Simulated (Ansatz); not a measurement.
Input file for Ansatz (a first-principles code): U-B3LYP/cc-pV(T+d)Z on FHOSi (SMILES O[Si]F), a point of a bond scan (R = 2.849 Å). Files ending in .json are basis or fitting sets from the Basis Set Exchange.

Ansatz 0.2 input:
```yaml
crystal:
  periodic: [false, false, false]
  atoms:
    - {symbol: Si, position_ang: [0.00937425, 0.00603277, 0.61022733]}
    - {symbol: F, position_ang: [-1.29350859, 1.79032174, -1.18811880]}
    - {symbol: O, position_ang: [0.73079075, -1.04612827, -0.42560613]}
    - {symbol: H, position_ang: [0.63860656, -0.94607081, -1.38174233]}
basis:
  gaussian:
    orbitals: cc-pV_T+d_Z.json
hamiltonian:
  xc: {name: B3LYP}
magnetization: {spin_polarized: true, initial_magnetization: 0}
```

The head of its log:

```
WARN ansatz: RAYON_NUM_THREADS=1 ignored (pool sized by the plan → 1); use --threads N
Functional definition: B3LYP
integrals: 0.03 GiB planned
690 factors; their error is unknown
mean field: 0.38 GiB planned
mean field evaluation 1: about -12648.8890 eV, gradient 5.4e1 eV
mean field evaluation 2: about -12327.2006 eV, gradient 1.5e2 eV
```

Question: Predict the final total energy.

Answer: -465.2065 hartree.
